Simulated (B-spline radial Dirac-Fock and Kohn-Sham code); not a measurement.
Level of theory: relativistic Hartree-Fock (Dirac-Fock) wave functions, averaged over the configuration; an atomic code on a B-spline grid.

**Question.** This computed X-ray form factor belongs to an atom or ion in its tabulated ground configuration. Which?

```
sin θ/λ (Å⁻¹)      f₀
          0.1  51.122
         0.35  36.063
         0.45  31.798
          0.5  29.948
          1.6  12.303
            2   9.213
            3   5.441
            4   4.178
            6   2.324
```

**Answer.** Ba, with 56 electrons in [Xe] 6s2. f₀ tends to the number of electrons as s goes to zero, which the first rows give only roughly, and the rate of fall reflects the nuclear charge, 56.

**Question.** This computed X-ray form factor belongs to an atom or ion in its tabulated ground configuration. Which?

```csv
sin θ/λ (Å⁻¹),f₀
0.15,33.568
0.4,31.150
1.1,20.566
1.6,15.063
1.8,13.373
2.5,8.860
3,6.867
4,5.020
6,3.262
```

**Answer.** Dy³²⁺, with 34 electrons in [Ar] 3d10 4s2 4p4. f₀ tends to the number of electrons as s goes to zero, which the first rows give only roughly, and the rate of fall reflects the nuclear charge, 66.

**Question.** This computed X-ray form factor belongs to an atom or ion in its tabulated ground configuration. Which?

| sin θ/λ (Å⁻¹) | f₀ |
| --- | --- |
| 0.05 | 26.974 |
| 0.1 | 26.894 |
| 0.8 | 21.255 |
| 1.4 | 14.026 |
| 1.8 | 10.331 |
| 2 | 8.973 |
| 2.5 | 6.761 |
| 4 | 4.286 |
| 6 | 2.383 |

**Answer.** La³⁰⁺, with 27 electrons in [Ar] 3d9. f₀ tends to the number of electrons as s goes to zero, which the first rows give only roughly, and the rate of fall reflects the nuclear charge, 57.
